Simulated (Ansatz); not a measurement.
Input file for CH₇FOSi₂, SMILES `C[SiH](F)[SiH2]O`:

```yaml
crystal:
  periodic: [false, false, false]
  atoms:
    - {symbol: C, position_ang: [-1.611437, 0.263072, -1.005655]}
    - {symbol: Si, position_ang: [-0.499667, -0.860022, -0.024369]}
    - {symbol: F, position_ang: [-1.179569, -1.109619, 1.420607]}
    - {symbol: Si, position_ang: [1.626758, 0.068702, 0.372722]}
    - {symbol: O, position_ang: [1.511271, 1.469739, 1.248520]}
    - {symbol: H, position_ang: [-2.614297, -0.161678, -1.094278]}
    - {symbol: H, position_ang: [-1.208372, 0.398118, -2.013387]}
    - {symbol: H, position_ang: [-1.690742, 1.247411, -0.539166]}
    - {symbol: H, position_ang: [-0.396877, -2.190086, -0.689609]}
    - {symbol: H, position_ang: [2.499043, -0.930164, 1.057669]}
    - {symbol: H, position_ang: [2.272073, 0.451232, -0.910227]}
    - {symbol: H, position_ang: [1.109816, 1.408197, 2.116573]}
basis:
  gaussian: {orbitals: def2-TZVPP}
correlation: {method: ccsd_t}
```

```sh
$ ansatz run in.yaml --threads 4 --pin off --events-out ev --progress --plain --max-ram 10444MiB
```

Output of Ansatz, abridged:

```
Functional definition: HF
1612 factors; integrals over basis functions are off by at most 1.1e-3 eV
mean field evaluation 1: about -21610.0805 eV, gradient 4.9e1 eV
mean field evaluation 2: about -21610.3483 eV, gradient 4.9e1 eV
mean field evaluation 4: about -21615.2856 eV, gradient 4.2e0 eV
mean field evaluation 8: about -21615.3687 eV, gradient 2.7e-1 eV
mean field evaluation 16: about -21615.3690 eV, gradient 2.3e-6 eV
mean field -21615.36902778 eV, -794.3501603475 hartree, gradient 2.3e-6 eV, S^2 0.000000; 0 other end points of the search recorded, 0 dependent functions left out
13 core orbitals not correlated: weight in the atoms' cores, before any rotation towards them, 1.000 or more for the frozen orbitals, at most 0.000 for the correlated occupied ones
reference -21615.36902778 eV, -794.3501603475 hartree; 16, 16 occupied and 246, 246 virtual orbitals, 1612 factors
second order -24.82757081 eV of doubles, -0.00000000 eV of singles
cycle   1  -25.39551154 eV  change   -5.7e-1 eV  update   1.1e-1
cycle   2  -25.98322560 eV  change   -5.9e-1 eV  update   3.2e-2
cycle   3  -26.12103295 eV  change   -1.4e-1 eV  update   1.6e-2
cycle   4  -26.10829467 eV  change    1.3e-2 eV  update   3.4e-3
cycle   5  -26.10662502 eV  change    1.7e-3 eV  update   1.4e-3
cycle   6  -26.10727689 eV  change   -6.5e-4 eV  update   4.4e-4
cycle   7  -26.10705900 eV  change    2.2e-4 eV  update   1.8e-4
cycle   8  -26.10698148 eV  change    7.8e-5 eV  update   6.6e-5
cycle   9  -26.10701151 eV  change   -3.0e-5 eV  update   3.0e-5
perturbative correction -0.87031239 eV, -0.0319833904 hartree
Total energy: -21642.34635168 eV, -795.3415587148 hartree
```

Hardware: 4 threads of an Intel Xeon Platinum 8488C on a shared host. Wall time 2.1 min, peak host memory 7.3 GiB.

Correlation energy per correlated electron: -0.843 eV. T1 diagnostic: 0.0116.
